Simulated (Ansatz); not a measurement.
System: AlO, charge 0, doublet. AlO (SMILES [O]=[Al], doublet).
B3LYP-D3(BJ)/def2-TZVP minimum from Ansatz (a quantum-chemistry and plane-wave program):
```
Al
O 1 1.6274
```
Charge 0, spin multiplicity 2.

Hartree-Fock and MP2 correlation energies in hartree (Ansatz). Radicals and triplets start from unrestricted determinants; spin-orbit coupling is neglected. Cores are frozen in correlated methods. No relativity. The UHF reference of AlO ([O]=[Al], doublet) is spin-contaminated (<S^2> up to 0.06 over the pure value in the sets run). The determinant of AlO ([O]=[Al], doublet) is a saddle point of the SCF energy; a lower one exists, which strains HF and MP2.

```json
[
 {"basis": "cc-pV(T+d)Z", "X": "3", "E(HF)": "-316.77866", "E(corr, MP2)": "-0.26270"},
 {"basis": "cc-pV(Q+d)Z", "X": "4", "E(HF)": "-316.78751", "E(corr, MP2)": "-0.28380"},
 {"basis": "cc-pV(5+d)Z", "X": "5", "E(HF)": "-316.78943", "E(corr, MP2)": "withheld"}
]
```

Problem. Fit E(corr) = E∞ + A/X³ to X = 3 and 4, predict X = 5, and compare with the run.

Solution. A = (-0.26270 - (-0.28380))/(1/27 - 1/64) = 0.9854; E∞ = -0.28380 - A/64 = -0.29920; at X = 5, E∞ + A/125 = -0.29131. The run gave -0.29312, 1.81 mEh below the prediction. The same form on X = 4 and 5 gives E∞ = -0.30290, 3.70 mEh below the first estimate.
